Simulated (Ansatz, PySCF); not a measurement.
CH7GaP2, SMILES [CH3][Ga]([PH2])[PH2].

The structure is a stationary point at r2SCAN-D4/def2-SVP. The structure was generated by enumeration; whether it is a known compound was not checked. One conformer was computed; it need not be the lowest.

Vertical ionisation energy (IE) and electron affinity (EA) in eV. Rows of orbital energies are one-electron estimates. Where ΔSCF, EOM or ADC give a negative EA the extra electron is unbound and the value depends on the basis.

```
level                                                                       IE     EA
------------------------------------------------------------------------  ----  -----
−ε(HOMO), −ε(LUMO), M06-2X/def2-TZVP (PySCF)                               [?]    [?]
−ε(HOMO), −ε(LUMO), PBE/def2-TZVP (PySCF)                                 5.80   2.03
ΔSCF, CAM-B3LYP/def2-SVPD (Ansatz), final states of multiplicity 2 and 2  8.72  -0.27
ΔSCF, PBE/def2-SVPD (Ansatz), final states of multiplicity 2 and 2        8.38  -0.22
```

Question: Fill in the missing entries. (The exact figures need the calculation; the answer reports its results.)

Answer: 
- −ε(HOMO), −ε(LUMO), M06-2X/def2-TZVP (PySCF), IE: 7.71
- −ε(HOMO), −ε(LUMO), M06-2X/def2-TZVP (PySCF), EA: 0.70

Question: What vertical singlet–triplet gap does ΔSCF give with CAM-B3LYP/def2-SVPD (Ansatz, an electronic-structure program) and with PBE/def2-SVPD (Ansatz)? (An estimate is asked for; the answer gives what the named calculation found.)

Answer: 4.06 and 3.65 eV (triplet above singlet where positive).
